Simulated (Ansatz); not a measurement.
Basis sets compared for Cd₂Te. Total charge 0; singlet. Geometry PBE0-D4/def2-TZVP. Ansatz on 4 threads of Arm Neoverse V1 on a shared host; times are rough, and most runs start from earlier orbitals.

```csv
atom,x (Å),y (Å),z (Å)
Cd1,0.1102,2.3353,-1.3875
Cd2,-0.1085,-2.3349,1.3882
Te3,-0.0017,-0.0004,-0.0007
```

In the def2 sets Cd, Te take a core potential; there is no spin–orbit coupling. The order of the spin states hangs on the level: the triplet lies 0.10 eV below the singlet at PBE0-D4/def2-TZVP, but 0.13 eV above it at PBE-D4/def2-TZVP. The structure comes from a short search, and lower isomers may exist.

```tsv
level	functions	energy (Eh)	HOMO (eV)	LUMO (eV)	wall time
PBE-D4/def2-SVP	88	-603.5164	-4.77	-4.05	0.95 s
PBE-D4/def2-TZVP (with forces)	130	-603.6116	-4.84	-4.05	1.3 s
r2SCAN-D4/def2-TZVP	130	-603.8148	-5.04	-4.07	2.8 s
PBE0-D4/def2-SVP	88	-603.5057	-5.65	-3.53	1.4 s
PBE0-D4/def2-TZVP	130	-603.5971	-5.72	-3.52	1.7 s
```

Problem. Estimate the rows for PBE-D4/def2-TZVPD, r2SCAN-D4/def2-TZVPD, PBE0-D4/def2-TZVPD.

Solution. 
```csv
level,functions,energy (Eh),HOMO (eV),LUMO (eV),wall time
PBE-D4/def2-TZVPD,139,-603.6121,-4.85,-4.06,1.4 s
r2SCAN-D4/def2-TZVPD,139,-603.8153,-5.05,-4.08,3 s
PBE0-D4/def2-TZVPD,139,-603.5975,-5.73,-3.53,1.9 s
```
